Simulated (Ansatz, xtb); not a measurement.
Two isomers of BF3H4NSi+

Structure I: `FB[NH2+][SiH](F)F`, a singlet. Structure II: `F[SiH2][NH2+]B(F)F`, a singlet. Both are isolated ions in the gas phase, relaxed with B3LYP-D3(BJ)/def2-SVP; the shapes shown needn't be the lowest conformers.

I (Å):

```xyz
10

B     1.5988   -1.5335    0.1608
F     2.7986   -1.8828   -0.1660
F    -1.5790   -1.2542   -1.8790
F     0.1845   -3.1839   -1.4773
N     0.8775   -0.6760   -0.9028
Si   -0.0919   -1.7514   -2.1238
H     1.0371   -1.8121    1.1735
H     1.5626   -0.0928   -1.4102
H     0.2036   -0.0373   -0.4516
H     0.4298   -1.5628   -3.4729
```

II (Å):

```xyz
10

B     0.8545   -2.2465   -1.6681
F     0.5079    0.7852    1.0781
F     1.5467   -1.9769   -2.7273
F    -0.0427   -3.1750   -1.5823
N     1.0695   -1.3653   -0.4445
Si   -0.0634    0.1880   -0.2914
H     0.2947    0.9855   -1.4723
H    -1.4098   -0.3859   -0.1634
H     2.0454   -1.0290   -0.4225
H     0.9304   -1.9213    0.4144
```

Problem. Estimate which is lower in electronic energy at CCSD(T)/def2-SVP + ΔMP2/def2-TZVPP, and by roughly how much.

Solution. Not settled: CCSD(T)/def2-SVP + ΔMP2/def2-TZVPP gives E(II) − E(I) = +1.19 kcal/mol, but this leans on the basis-set step: CCSD(T) alone gives −5.22 kcal/mol.

Level by level:

```tsv
level	geometry	E(II) − E(I) (kcal/mol)	departure from the last row (kcal/mol)	job, with rough time for the two
B3LYP-D3(BJ)/def2-SVP	B3LYP-D3(BJ)/def2-SVP	−5.75	−6.95	optimisation, 100 s
HF/def2-SVP	B3LYP-D3(BJ)/def2-SVP	−5.11	−6.30	part of the CCSD(T) run
MP2/def2-SVP	B3LYP-D3(BJ)/def2-SVP	−4.58	−5.77	part of the CCSD(T) run
CCSD(T)/def2-SVP	B3LYP-D3(BJ)/def2-SVP	−5.22	−6.41	single point
CCSD(T)/def2-SVP + ΔMP2/def2-TZVPP	B3LYP-D3(BJ)/def2-SVP	+1.19		single point, 43 s
```

As drawn, II has 1 B–F, 1 Si–H in place of 1 F–Si, 1 B–H.

B3LYP-D3(BJ)/def2-SVP, HF/def2-SVP, MP2/def2-SVP, CCSD(T)/def2-SVP put the two in the other order. The largest departure from CCSD(T)/def2-SVP + ΔMP2/def2-TZVPP is that of B3LYP-D3(BJ)/def2-SVP, 6.95 kcal/mol. A small imaginary or near-zero mode remains, so no thermal terms are given. Levels run at GFN2-xTB geometries aren't shown. The last row adds to CCSD(T) the change of the MP2 difference between the two basis sets, here +6.41 kcal/mol, a large step that makes the value less sure.

The correlated steps freeze 10 core orbitals. Run with Ansatz 0.2.0; the last row on 2 threads of Intel(R) Xeon(R) Platinum 8375C CPU @ 2.90GHz (Ice Lake) on a shared host.
